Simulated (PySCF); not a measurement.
# Spin states of CuF

Unrestricted PBE0; Cu x2c-TZVPPall, F x2c-TZVPPall; spin-free X2C with a Gaussian nucleus (PySCF 2.14). Outer shells of the fragments: Cu 3d10 4s1; F 2s2 2p5.

Followed along the bond (rough minima from three points):

| 2Ms+1 | unpaired | ⟨S²⟩ at the start | R at minimum (Å) | Te (eV) |
| --- | --- | --- | --- | --- |
| 1 | none | 0.00 | 1.75 | 0.00 |
| 3 | σ ↑↑ | 2.00 | 1.75 | 1.47 |

Solutions found at the starting distance of 1.750 Å, counted from the lowest of them; the search is not exhaustive and high or unbound solutions are not listed, so other states can lie among these:

```json
{"2Ms+1": "1", "unpaired": "none", "term": "¹Σ⁺", "E (eV)": "0.00", "⟨S²⟩": "0.00", "⟨Lz²⟩": "0.00", "μ (D)": "-5.05"}
{"2Ms+1": "3", "unpaired": "σ ↑↑", "term": "³Σ⁺", "E (eV)": "1.47", "⟨S²⟩": "2.00", "⟨Lz²⟩": "0.00", "μ (D)": "-2.39"}
{"2Ms+1": "3", "unpaired": "σ ↑, π ↑", "term": "³Π", "E (eV)": "1.84", "⟨S²⟩": "2.00", "⟨Lz²⟩": "1.01", "μ (D)": "-2.16"}
{"2Ms+1": "1", "unpaired": "σ ↑, π ↓", "term": "mixed", "E (eV)": "1.99", "⟨S²⟩": "1.01", "⟨Lz²⟩": "1.00", "μ (D)": "-2.11"}
{"2Ms+1": "3", "unpaired": "σ ↑, δ ↑", "term": "³Δ", "E (eV)": "2.45", "⟨S²⟩": "2.00", "⟨Lz²⟩": "4.00", "μ (D)": "-2.90"}
{"2Ms+1": "1", "unpaired": "σ ↑, δ ↓", "term": "mixed", "E (eV)": "2.59", "⟨S²⟩": "1.00", "⟨Lz²⟩": "4.00", "μ (D)": "-2.75"}
{"2Ms+1": "3", "unpaired": "σ ↑, π ↑", "term": "³Π", "E (eV)": "5.91", "⟨S²⟩": "2.00", "⟨Lz²⟩": "1.12", "μ (D)": "-3.09"}
{"2Ms+1": "5", "unpaired": "σ ↑↑, π ↑↑", "term": "mixed", "E (eV)": "9.49", "⟨S²⟩": "6.01", "⟨Lz²⟩": "3.18", "μ (D)": "0.97"}
{"2Ms+1": "5", "unpaired": "σ ↑↑, π ↑↑", "term": "mixed", "E (eV)": "9.56", "⟨S²⟩": "6.00", "⟨Lz²⟩": "2.03", "μ (D)": "1.22"}
{"2Ms+1": "5", "unpaired": "σ ↑↑, π ↑, δ ↑", "term": "mixed", "E (eV)": "9.80", "⟨S²⟩": "6.00", "⟨Lz²⟩": "4.99", "μ (D)": "-0.07"}
```

A term symbol is given only where ⟨S²⟩ and ⟨Lz²⟩ are close to those of a pure state; real π, δ and φ orbitals otherwise mix terms. A positive dipole means Cu(−)F(+).

The measured ground state is X ¹Σ+ (Huber and Herzberg, Constants of Diatomic Molecules (1979)).
